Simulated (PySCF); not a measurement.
C₃H₈BN.
Cartesian coordinates in Å at the PBE0-D3(BJ)/def2-SVP level; atoms count from 1:
```xyz
13
C3H8BN angstrom
B      1.5890    0.6129    0.4867
N      0.5581   -0.2716    0.2416
C      0.0993   -1.4302   -0.4403
C     -0.8080   -0.6168    0.4358
C     -1.8784    0.2688   -0.1385
H      2.6649    0.4143   -0.0298
H      1.3817    1.5586    1.2137
H      0.4558   -2.4041   -0.0828
H     -0.0247   -1.3585   -1.5279
H     -1.0415   -1.0493    1.4193
H     -2.0568    1.1364    0.5151
H     -1.5811    0.6447   -1.1285
H     -2.8272   -0.2797   -0.2414
```

Method used: PySCF, PBE0-D3(BJ)/def2-SVP geometry optimisation, gas phase.

Masses are those of the commonest isotopes; rigid-rotor values at the optimised geometry. 

(1) Give the principal moments of inertia and the rotational constants in cm⁻¹.

(2) What kind of rotor is it?

(3) Is it planar, by Δ = Ic − Ia − Ib?

(4) Give the other two planar moments, Paa and Pbb, and the rms extents of the mass along the axes.

(5) Which lines would a microwave search look for?

(6) Estimate the classical rotational partition function at 10 K, 100 K and 500 K.

Answers

(1) Ia = 55.75, Ib = 118.90, Ic = 153.90 u·Å²; 505379 MHz·u·Å²/I gives 9065, 4250 and 3284 MHz, that is A = 0.30237, B = 0.14178, C = 0.10953 cm⁻¹.

(2) An asymmetric top; Ray's κ = -0.666.

(3) Not planar: Δ = Ic − Ia − Ib = -20.75 u·Å². For a rigid frame Δ = −2 Σ m c², so Σ m c² = 10.37 u·Å² lies off the ab plane: 6.42 from hydrogen and 3.95 from heavier atoms. The atom farthest from that plane is 1.57 Å away.

(4) Paa = Σ m a² = (Ib + Ic − Ia)/2 = 108.53 and Pbb = Σ m b² = (Ia + Ic − Ib)/2 = 45.38 u·Å². With the mass M = 69.07 u, the rms extents √(P/M) along a, b and c are 1.25, 0.81, 0.39 Å.

(5) The dipole components are |μa| = 2.18 D, |μb| = 1.13 D, |μc| = 0.16 D. The squared components, which scale the intensities, stand as 1.00 : 0.27 : 0.01 (a : b : c). Some lines, for components of 0.1 D or more:

```tsv
type	branch	J(Ka,Kc)	MHz	lower level (cm⁻¹)
a	Q	2(1,1) ← 2(1,2)	2900	0.882
b	Q	2(1,1) ← 2(0,2)	6879	0.750
a	Q	4(1,3) ← 4(1,4)	9589	2.518
b	Q	4(2,2) ← 4(1,3)	13177	2.838
a	R	2(1,2) ← 1(1,1)	14102	0.412
b	Q	2(2,0) ← 2(1,1)	14575	0.979
b	Q	2(2,1) ← 2(1,2)	17343	0.882
b	Q	4(2,3) ← 4(1,4)	20934	2.518
c	R	2(1,1) ← 1(0,1)	21816	0.251
a	R	3(2,1) ← 2(2,0)	23113	1.465
b	Q	4(3,2) ← 4(2,3)	26901	3.217
b	R	2(2,1) ← 1(1,0)	30478	0.444
c	R	2(2,0) ← 1(1,0)	30610	0.444
c	R	3(2,1) ← 2(1,1)	37688	0.979
c	R	3(2,2) ← 2(1,2)	39946	0.882
c	R	4(2,2) ← 3(1,2)	44947	1.778
c	R	4(2,3) ← 3(1,3)	48905	1.585
b	R	3(3,1) ← 2(2,0)	49037	1.465
c	R	4(3,2) ← 3(2,2)	56935	2.215
b	R	4(4,1) ← 3(3,0)	67235	3.101
c	R	4(4,0) ← 3(3,0)	67236	3.101
```

(6) Point group C1, symmetry number σ = 1; q = (√π/σ)·√((kT/h)³/(ABC)), k/h = 20836.6 MHz/K: 474 at 10 K, 15000 at 100 K, 168000 at 500 K.

Not checked by PBE0-D3(BJ)/def2-SVP frequencies. Constants of a rigid frame at the computed geometry: no zero-point averaging, no centrifugal distortion. A rigid rotor knows nothing of internal rotation, which can split or shift real lines. Quadrupole hyperfine structure (11B, 14N) is left out.

Hardware: an Arm Neoverse V2 with one thread (shared host). Cost: 35 s, 0.51 GiB resident at most. That covers the optimisation of the geometry.
